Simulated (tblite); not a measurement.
Species: C₅H₉OS₂ (doublet state).
Numbering: `[CH3:1][S@@:2](=[O:3])[C@@H:4]1[CH2:5][CH:6][CH2:7][S:8]1` (hydrogens: H9, H10, H11 on C1; H12 on C4; H13, H14 on C5; H15 on C6; H16, H17 on C7)

Cartesian coordinates in Å at the GFN2-xTB level; atoms count from 1:
```xyz
17
C5H9OS2 angstrom
C     -2.537    0.891    0.625
S     -1.187   -0.211    1.211
O     -1.718   -1.575    1.179
C     -0.168   -0.055   -0.367
C      0.863   -1.175   -0.383
C      2.095   -0.662    0.255
C      2.015    0.713    0.745
S      0.712    1.522   -0.291
H     -2.099    1.838    0.331
H     -3.229    1.033    1.449
H     -3.048    0.415   -0.205
H     -0.844   -0.071   -1.218
H      1.070   -1.512   -1.407
H      0.441   -2.041    0.148
H      3.037   -1.162    0.128
H      2.945    1.273    0.662
H      1.646    0.789    1.775
```

Structure optimised with GFN2-xTB, isolated species. This method treats the open shell by occupation alone, without spin polarisation.

Masses are those of the commonest isotopes; rigid-rotor values at the optimised geometry. The values belong to one conformer with, in the numbering `[CH3:1][S@@:2](=[O:3])[C@@H:4]1[CH2:5][CH:6][CH2:7][S:8]1`, C1–S2–C4–C5 -164°, S2–C4–C5–C6 -91°, C4–C5–C6–C7 1°, C5–C6–C7–S8 -26°, C6–C7–S8–C4 34°.

(1) Give the principal moments of inertia and the rotational constants in cm⁻¹.

(2) What kind of rotor is it?

(3) Is it planar, by Δ = Ic − Ia − Ib?

(4) Give the other two planar moments, Paa and Pbb, and the rms extents of the mass along the axes.

(5) Estimate the classical rotational partition function at 25 K, 50 K and 100 K.

## Answers

(1) Ia = 207.44, Ib = 419.89, Ic = 533.20 u·Å²; 505379 MHz·u·Å²/I gives 2436, 1204 and 947.8 MHz, that is A = 0.08126, B = 0.04015, C = 0.03162 cm⁻¹.

(2) An asymmetric top; Ray's κ = -0.656.

(3) Not planar: Δ = Ic − Ia − Ib = -94.14 u·Å². For a rigid frame Δ = −2 Σ m c², so Σ m c² = 47.07 u·Å² lies off the ab plane: 13.07 from hydrogen and 34.00 from heavier atoms. The atom farthest from that plane is 1.83 Å away.

(4) Paa = Σ m a² = (Ib + Ic − Ia)/2 = 372.82 and Pbb = Σ m b² = (Ia + Ic − Ib)/2 = 160.37 u·Å². With the mass M = 149.01 u, the rms extents √(P/M) along a, b and c are 1.58, 1.04, 0.56 Å.

(5) Point group C1, symmetry number σ = 1; q = (√π/σ)·√((kT/h)³/(ABC)), k/h = 20836.6 MHz/K: 12600 at 25 K, 35800 at 50 K, 101000 at 100 K.

For this open shell read J as N, the rotation without spin; fine and hyperfine splittings come on top. Its GFN2-xTB frequencies are all real (lowest 46 cm⁻¹). No vibrational averaging or centrifugal distortion is included, and the geometry carries the error of its method.

The numbers are calculated, not measured.
